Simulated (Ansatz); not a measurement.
Relaxation of [SmF6]3- (SmF₆³⁻) with UKS PBE0-D4/def2-SVP.

```sh
$ ansatz run in.yaml --threads 4 --pin off --events-out ev --progress --plain --max-ram 8704MiB
```

```yaml
crystal:
  periodic: [false, false, false]
  atoms:
    - {symbol: Sm, position_ang: [0.000410, -0.000590, 0.000230]}
    - {symbol: F, position_ang: [-0.029470, 0.001890, 2.302070]}
    - {symbol: F, position_ang: [0.016130, 0.009880, -2.299040]}
    - {symbol: F, position_ang: [2.299800, 0.007220, 0.017660]}
    - {symbol: F, position_ang: [-2.298100, -0.014590, -0.018510]}
    - {symbol: F, position_ang: [-0.003420, 2.299470, 0.001490]}
    - {symbol: F, position_ang: [0.014660, -2.303270, -0.003900]}
basis:
  gaussian: {orbitals: def2-SVP}
total_charge: -3
magnetization: {spin_polarized: true, initial_magnetization: 5}
hamiltonian: {xc: pbe0, dispersion: d4}
scf: {lower_state_search: "off"}
output: {orbitals: {seedname: orbitals}}
relax: {f_tol: 0.02, max_steps: 100}
```

Hardware: 4 threads of Intel Xeon 6975P-C on a shared host. Wall time 44 s, peak host memory 0.99 GiB.

Positions (Å) and forces (eV/Å) at steps 1, 2, 4 of 4:

```xyz
7
step=1 energy=-34177.6378 eV
Sm    0.000   -0.001    0.000   -0.004   -0.002    0.006
F    -0.029    0.002    2.302    0.015   -0.005   -0.307
F     0.016    0.010   -2.299   -0.001   -0.009    0.294
F     2.300    0.007    0.018   -0.293   -0.002    0.004
F    -2.298   -0.015   -0.019    0.289    0.005   -0.001
F    -0.003    2.299    0.001   -0.004   -0.175    0.003
F     0.015   -2.303   -0.004   -0.002    0.188    0.001
7
step=2 energy=-34177.6426 eV
Sm   -0.001    0.002   -0.001    0.014   -0.019    0.009
F    -0.013   -0.004    2.247   -0.018    0.003    0.255
F     0.016    0.000   -2.249    0.010    0.008   -0.254
F     2.247    0.008    0.026    0.252    0.009   -0.012
F    -2.249   -0.008   -0.025   -0.253   -0.001    0.007
F    -0.012    2.271    0.005    0.000    0.238   -0.004
F     0.012   -2.268   -0.004   -0.005   -0.237    0.000
7
step=4 energy=-34177.6582 eV
Sm    0.000   -0.001    0.000   -0.004    0.005   -0.001
F    -0.023   -0.004    2.269    0.008    0.000    0.011
F     0.023    0.004   -2.268   -0.005   -0.003   -0.013
F     2.269    0.012    0.017    0.012   -0.004    0.007
F    -2.268   -0.010   -0.017   -0.012    0.000   -0.006
F    -0.009    2.288    0.002   -0.001    0.013    0.002
F     0.009   -2.289   -0.003    0.003   -0.011   -0.001
```

In the def2 sets Sm takes a core potential; there is no spin–orbit coupling. With an open 4f shell the SCF may have ended on a state above the lowest. A multiply charged anion in the gas phase is held together partly by the finite basis. The highest occupied level of the charge -3 sextet lies above zero (up to 5.74 eV). The electron is either unbound and held by the finite basis, or the level is raised by self-interaction error.
